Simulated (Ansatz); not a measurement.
```yaml
atoms:
  - { symbol: C, position_ang: [1.4536, -0.0377, 0.2242] }
  - { symbol: C, position_ang: [0.6863, 1.2497, -0.2768] }
  - { symbol: C, position_ang: [-0.6647, 1.2354, 0.1624] }
  - { symbol: C, position_ang: [-1.5181, 0.0270, -0.2943] }
  - { symbol: C, position_ang: [-0.6883, -1.2753, 0.2104] }
  - { symbol: C, position_ang: [0.7290, -1.2543, -0.2535] }
  - { symbol: H, position_ang: [1.5075, -0.0371, 1.2717] }
  - { symbol: H, position_ang: [2.4953, -0.0646, -0.2103] }
  - { symbol: H, position_ang: [0.7266, 1.3217, -1.3289] }
  - { symbol: H, position_ang: [1.2918, 2.1635, 0.1287] }
  - { symbol: H, position_ang: [-1.2608, 2.1846, -0.2083] }
  - { symbol: H, position_ang: [-0.6770, 1.3025, 1.3110] }
  - { symbol: H, position_ang: [-1.5554, 0.0672, -1.3345] }
  - { symbol: H, position_ang: [-2.5428, 0.0312, 0.2182] }
  - { symbol: H, position_ang: [-1.2465, -2.1546, -0.1522] }
  - { symbol: H, position_ang: [-0.7647, -1.2833, 1.4160] }
  - { symbol: H, position_ang: [1.1708, -2.1117, 0.1605] }
  - { symbol: H, position_ang: [0.8442, -1.3674, -1.3465] }
```

Basis set: STO-3G (spherical functions). Frozen core: 6 orbitals. Charge 0, multiplicity 1.

Computed with Ansatz (development build ahead of 0.2.0); each method stands on the lowest determinant of its kind that the runs found. Restricted open shells among the atoms or ions are ROHF, correlated in semicanonical orbitals with singles.

Give the atomization energy at this shape (free ground-state atoms in the same class of orbitals less the molecule, no zero-point energy) of singlet C6H12 by RHF-MP2, RHF.

| method | atomization energy |
| --- | --- |
| RHF-MP2 | 1810.99 kcal/mol |
| RHF | 1649.95 kcal/mol |

Caution: no unrestricted run beside it, a lower state can exist; the shape is not the minimum.

This basis has no polarisation functions and is too small for such energies, which can lie far from measured ones in either direction.
